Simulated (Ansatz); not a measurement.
**Redistribution: Si(CH3)(OH)3 + SiH(OH)2(SiH3) → Si(CH3)(OH)2(SiH3) + SiH(OH)3**

Gas-phase species: Si(CH3)(OH)3, singlet; SiH(OH)2(SiH3), singlet; Si(CH3)(OH)2(SiH3), singlet; SiH(OH)3, singlet. The partners trade OH for SiH3; both sit on Si, so the bond types are kept.

Shapes, held fixed at every level: PBE0-D4/def2-TZVP. Flexible molecules stand in one conformer, not always the lowest. Programs: Ansatz 0.2.0. Electronic energies: no zero-point or thermal term.

| level | kind | ΔE (kJ/mol) | less CCSD(T)/CBS estimate |
| --- | --- | --- | --- |
| PBE-D4/def2-TZVPP | GGA | +6.2 | +1.3 |
| PBE0-D4/def2-TZVPP | global hybrid | +6.0 | +1.1 |
| wB97M-V/def2-TZVPP | range-separated hybrid | +6.4 | +1.5 |
| B2PLYP/def2-TZVPP | double hybrid | +6.1 | +1.2 |
| MP2/def2-TZVPP | perturbation theory | +4.7 | -0.2 |
| CCSD(T)/def2-TZVPP | coupled cluster or CI | +5.6 | +0.7 |
| CCSD/def2-TZVPP | coupled cluster or CI | +5.9 | +1.0 |
| CCSD(T)/CBS estimate | coupled cluster or CI | +4.9 | 0.0 |

The highest level, CCSD(T)/CBS estimate, gives ΔE = +4.9 kJ/mol; the levels span +4.7 to +6.4. The column of differences is taken from that level and isn't an error. No measured value is set beside it here. The CBS estimate extrapolates MP2 from def2-TZVPP and def2-QZVPP and adds CCSD(T) − MP2 in the triple-zeta set, cores frozen.
